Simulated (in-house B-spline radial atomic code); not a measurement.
Configurations of Te VII (Te6+), with energies counted from [Kr] 4d10. Level of theory: scalar-relativistic (X2C) PBE0, spin-polarised, spherical fractional occupations, Fermi nucleus of rms radius 4.7423 fm; calculated with an all-electron radial atomic-structure program (B-spline basis). Caution: exact exchange at fractional occupations of open shells leaves self-interaction of up to several eV. Shells without spins written out take the highest spin.

Occupations are held fixed; configurations that lie above the ionisation limit could autoionise.

```
                                       configuration  E - E(ref) (eV)  highest orbital  its <r> (bohr)
                                        [Kr] 4d9 5s1           40.539            5s up           1.734
                                        [Kr] 4d9 5f1           93.458            5f up           3.337
                          [Ar] 3d10 4s2 4p5 4d10 5p1           131.84            5p up           1.932
[Ar] 3d10 4s2 4p(2 up, 3 down) 4d10 5f(0 up, 1 down)           170.06          5f down           3.322
                           [Ar] 3d9 4s2 4p6 4d10 5s1           581.56            5s up           1.721
                           [Ar] 3d9 4s2 4p6 4d10 5p1           596.33            5p up            1.92
```

Question: Order these further configurations by energy, lowest first.
A. [Ar] 3d(5 up, 4 down) 4s2 4p6 4d10 5f(1 up, 0 down)
B. [Kr] 4d9 4f1
C. [Ar] 3d10 4s2 4p5 4d10 5d1
D. [Ar] 3d(4 up, 5 down) 4s2 4p6 4d10 4f(0 up, 1 down)
E. [Ar] 3d9 4s2 4p6 4d10 5d1

Answer: B (73.97 eV), C (151.29 eV), D (615.01 eV), E (615.83 eV), A (634.76 eV).

Question: How far above the reference does [Kr] 4d(5 up, 4 down) 5p(1 up, 0 down) lie?

Answer: 55.243 eV; its least bound orbital is 5p up with <r> = 1.936 bohr.
